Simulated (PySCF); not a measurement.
PySCF 2.14 output of an unrestricted r2SCAN calculation on a single atom or ion in cc-pVTZ, with the non-relativistic Hamiltonian (point nucleus):

```
SCF conv_tol = 1e-09
number electrons alpha = 14  beta = 12
    J. W. Furness, A. D. Kaplan, J. Ning, J. P. Perdew, and J. Sun.,  J. Phys. Chem. Lett. 11, 8208-8215 (2020)
    J. W. Furness, A. D. Kaplan, J. Ning, J. P. Perdew, and J. Sun.,  J. Phys. Chem. Lett. 11, 9248-9248 (2020)
    J. W. Furness, A. D. Kaplan, J. Ning, J. P. Perdew, and J. Sun.,  J. Phys. Chem. Lett. 11, 8208-8215 (2020)
    J. W. Furness, A. D. Kaplan, J. Ning, J. P. Perdew, and J. Sun.,  J. Phys. Chem. Lett. 11, 9248-9248 (2020)
cycle= 1 E= -1382.44374715149  delta_E= -0.00721  |g|= 0.163  |ddm|= 0.705
cycle= 2 E= -1382.42190383068  delta_E= 0.0218  |g|= 0.404  |ddm|= 0.271
cycle= 3 E= -1382.44928088073  delta_E= -0.0274  |g|= 0.0307  |ddm|= 0.26
cycle= 4 E= -1382.44947718912  delta_E= -0.000196  |g|= 0.00112  |ddm|= 0.0123
cycle= 5 E= -1382.44947760886  delta_E= -4.2e-07  |g|= 8.47e-05  |ddm|= 0.000955
cycle= 6 E= -1382.44947761369  delta_E= -4.83e-09  |g|= 1.32e-05  |ddm|= 0.000168
cycle= 7 E= -1382.44947761373  delta_E= -4.14e-11  |g|= 6.98e-07  |ddm|= 1.52e-05
converged SCF energy = -1382.44947761373  <S^2> = 2.0018379  2S+1 = 3.001225
```

The run itself started from symmetry-adapted Hartree-Fock orbitals and held the occupation by maximum overlap, on a logarithmic radial grid, so the iterations belong to that start.

Q: Which element, charge and spin multiplicity is this?

A: Co⁺ (cobalt, charge +1), multiplicity 3; the state was [Ar] 3d8, high-spin 3F determinant.
